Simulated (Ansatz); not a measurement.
Gas-phase electronic energies from Ansatz, PBE0-D4/def2-TZVP geometries. CBS: MP2 limit from def2 TZ/QZ plus the TZ coupled-cluster correction, frozen cores. This one scheme is used for every species. DFT in def2-TZVPP. Elements past krypton have def2 core potentials. For Hf outer-core shells are correlated without core-valence functions, which leaves a few kJ/mol of doubt a bond. One conformer a species, not always the lowest.

`CC(C)(C)[CH2][Hf]([F])([F])[F]` + H₂O → `[OH][Hf]([F])([F])[F]` + `CC(C)(C)C`  (formal hydrolysis of the Hf–C bond)

Question: Is it downhill or uphill in electronic energy at CCSD(T)/CBS, and by how much? (An estimate is asked.)

Answer: The calculation gave: Downhill: ΔE = -174.2 kJ/mol.

Question: What do these levels give: r2SCAN-D4, r2SCAN0-D4, BHLYP-D4, B2PLYP, HF/def2-QZVPP, MP2/CBS(def2)? (Estimate.)

Answer: Computed: r2SCAN-D4 -183.0, r2SCAN0-D4 -183.4, BHLYP-D4 -189.7, B2PLYP -191.5, HF/def2-QZVPP -213.3, MP2/CBS(def2) -176.2 kJ/mol.

Largest T1 diagnostic among the species: 0.016.

Leaving LDA and LC-ωPBE aside and taking each functional with its dispersion term where it has one, the values, not all of them listed here, spread over 19.7 kJ/mol, from CAM-B3LYP-D4 to PBE-D4. LDA lies +7.9 kJ/mol from PBE without D4. From BLYP to BHLYP (50 % exact exchange), in def2-TZVPP and without D4, ΔE moves by −4.6 kJ/mol.
